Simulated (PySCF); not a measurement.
PySCF was given this input:
```python
from pyscf import gto, scf, dft

mol = gto.Mole()
mol.atom = '''
    Ge    0.18961606    0.14465705    0.11687467
    Cl   -0.81013033    2.36575078   -0.06066118
    Cl    2.01410151   -1.47877166    0.11574629
    Cl   -1.55983724   -1.16332174   -0.38022513
    H    -0.01799083    0.06879887    1.78739072
'''
mol.basis = 'cc-pvdz'
mol.charge = -1
mol.spin = 1
mol.verbose = 4
mol.build()

mf = dft.UKS(mol)
mf.xc = 'camb3lyp'
mf = mf.density_fit(auxbasis='def2-universal-jkfit')
mf.kernel()
```

Problem. What number of basis functions does DF-CAMB3LYP/cc-pVDZ in PySCF give?

Solution. 86

Problem. Estimate the Mulliken (on the basis functions themselves) charges in atom order that DF-CAMB3LYP/cc-pVDZ returns for this input.

Solution. Ge1 0.50, Cl2 -0.50, Cl3 -0.50, Cl4 -0.39, H5 -0.11

Problem. Give the nuclear repulsion energy at the level DF-CAMB3LYP/cc-pVDZ.

Solution. 499.7486 Eh

Problem. What HOMO energy does DF-CAMB3LYP/cc-pVDZ give?

Solution. -2.77 eV

Problem. What <S^2> does DF-CAMB3LYP/cc-pVDZ give?

Solution. 0.755

Problem. Give the total energy at the level DF-CAMB3LYP/cc-pVDZ.

Solution. -3458.5091 Eh

These values belong to the state on which the SCF converged, which isn't shown to be the lowest.
